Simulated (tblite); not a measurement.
Species: C4H9F3N2Si.
Atom-mapped SMILES: `[CH3:1]/[CH:2]=[N:3]/[N:4]([SiH3:5])[CH2:6][C:7]([F:8])([F:9])[F:10]` (hydrogens: H11, H12, H13 on C1; H14 on C2; H15, H16, H17 on Si5; H18, H19 on C6)

Computed geometry: GFN2-xTB, gas phase.

**Question.** What internal coordinates does the optimisation give?

**Answer.** 
```
                     bond  length (Å)   order
                    C1–C2       1.487  single
                    C2=N3       1.261  double
                    N3–N4       1.357  single
                   N4–Si5       1.751  single
                    N4–C6       1.435  single
                    C6–C7       1.527  single
     C7–F8, C7–F9, C7–F10       1.341  single
   C1–H11, C1–H12, C1–H13       1.088  single
                   C2–H14       1.094  single
Si5–H15, Si5–H16, Si5–H17       1.461  single
           C6–H18, C6–H19       1.093  single
```

Bonds in one row agree within 0.01 Å and their mean is given. Orders are formal, as drawn. A selection of angles:
```
    angle  degrees
 C1–C2–N3    119.9
 C2–N3–N4    122.2
N3–N4–Si5    127.0
 N3–N4–C6    110.5
Si5–N4–C6    121.6
 N4–C6–C7    111.5
 C6–C7–F8    111.9
C6–C7–F10    113.2
 F8–C7–F9    106.4
F8–C7–F10    106.5
```

Dihedral angles: C1–C2–N3–N4 177° (antiperiplanar); C2–N3–N4–Si5 -3° (synperiplanar); N3–N4–C6–C7 -90°; N4–C6–C7–F8 -62° (synclinal). The mirror-image conformer, all signs reversed, is as good.

N4 (silicon-bound nitrogen) is almost planar (angles 127.0°, 121.6° and 110.5°, sum 359.1°, 0.08 Å off the plane of its three neighbours). N3 (C=N nitrogen) is bent (angle 122.2°). Of the pairs four or more bonds apart, Si5···H14 is among the closest relative to their van der Waals radii: 2.71 Å, 82 % of the sum of Bondi's values. The 2 C–N bonds span 1.261 Å (C2=N3, drawn double) to 1.435 Å (N4–C6, drawn single), a spread of 0.174 Å. Si5 (SiH3 silicon) is distorted tetrahedral (angles from 103.2° to 112.1°). The 2 C–C bonds span 1.487 Å (C1–C2, drawn single) to 1.527 Å (C6–C7, drawn single), a spread of 0.040 Å.

Point group: C1 (no symmetry element, even within 0.4 Å). Its GFN2-xTB frequencies are all real (lowest 28 cm⁻¹). The numbers are those of one conformer. 3 starts were optimised and ended at 0.00, 0.00 and 0.75 kcal/mol (GFN2-xTB); the lowest of these is shown.
